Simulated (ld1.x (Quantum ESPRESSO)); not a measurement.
## Configuration tests for selenium (TM)

* Element: Se
* Generator: ld1.x (Quantum ESPRESSO) 7.5
* Type: norm-conserving Troullier–Martins (Kleinman–Bylander form)
* Functional: PBE
* Relativity: scalar-relativistic
* Frozen core: [Ne]
* Valence charge: 24
* Reference configuration: 3s2 3p6 3d10 4s1.5 4p4.5
* Partial waves: 3p (bound): rc 0.65 bohr; 3d (bound): rc 1.20 bohr; 4f channel at -0.1 Ry: rc 1.05 bohr; 3s (bound): rc 1.00 bohr
* Local potential: the s channel
* Core correction: none

Occupied shells without a wave of their own: 4p, 4s. They enter only through the test configuration that unscreens the potential.

Energies are relative to the spin-unpolarised reference configuration 3s2 3p6 3d10 4s1.5 4p4.5; without spin polarisation the order of configurations can differ from experiment. The frozen-core shift is the all-electron ΔE with the core orbitals held at their reference shape minus the fully relaxed ΔE.

Problem. Give the all-electron excitation energy and the error of the potential for: 3s2 3p6 3d10 4s2 4p4; 3s2 3p6 3d10 4s2 4p3; 3s2 3p6 3d10 4s2 4p2; 3s2 3p6 3d10 4s2 4p4.3; 3s2 3p6 3d9 4s2 4p5; 3s2 3p6 3d9 4s2 4p4; 3s2 3p6 3d10 4s2 4p1.

Solution.

| valence configuration | charge | ΔE all-electron (eV) | error AE − PS (meV) | frozen-core shift (meV) |
| --- | --- | --- | --- | --- |
| 3s2 3p6 3d10 4s2 4p4 | 0 | -5.414 | +1763 | -0.1 |
| 3s2 3p6 3d10 4s2 4p3 | +1 | 5.430 | +647 | +0.5 |
| 3s2 3p6 3d10 4s2 4p2 | +2 | 25.779 | -1017 | +2.0 |
| 3s2 3p6 3d10 4s2 4p4.3 | -0.3 | -7.007 | +1994 | -0.3 |
| 3s2 3p6 3d9 4s2 4p5 | 0 | 46.258 | +3863 | -14 |
| 3s2 3p6 3d9 4s2 4p4 | +1 | 58.677 | +2626 | -13 |
| 3s2 3p6 3d10 4s2 4p1 | +3 | 56.647 | -3257 | +4.4 |

Levels in the configuration 3s2 3p6 3d10 4s2 4p1:

| level | all-electron (eV) | pseudo (eV) |
| --- | --- | --- |
| 3s | -249.955 | -251.670 |
| 3p | -189.407 | -191.104 |
| 3d | -89.442 | -91.134 |
| 4s | -49.321 | -56.145 |
| 4p | -36.414 | -38.950 |

These tests converged, but a pseudo level misses the all-electron one widely, so the file describes the atom poorly there or has found another state: 3s2 3p6 3d10 4s2 4p4: 4s by 4.3 eV; 3s2 3p6 3d10 4s2 4p3: 4s by 5.1 eV; 3s2 3p6 3d10 4s2 4p2: 4s by 5.9 eV; 3s2 3p6 3d10 4s2 4p4.3: 4s by 4.1 eV; 3s2 3p6 3d9 4s2 4p5: 4s by 5.0 eV; 3s2 3p6 3d9 4s2 4p4: 4s by 5.8 eV; 3s2 3p6 3d10 4s2 4p1: 4s by 6.8 eV. The 4p, 4s levels have no wave, so the channel is fitted at the deeper level alone: the likely source of the large errors. A variational frozen-core shift is positive and of second order in the change. This column holds negative values, so the frozen-core run of ld1.x carries numerical noise or an error of first order here, and the column gives no more than the rough size of the effect.

The potential misses its own reference levels by up to 4.5 eV, so it is not fit for use.
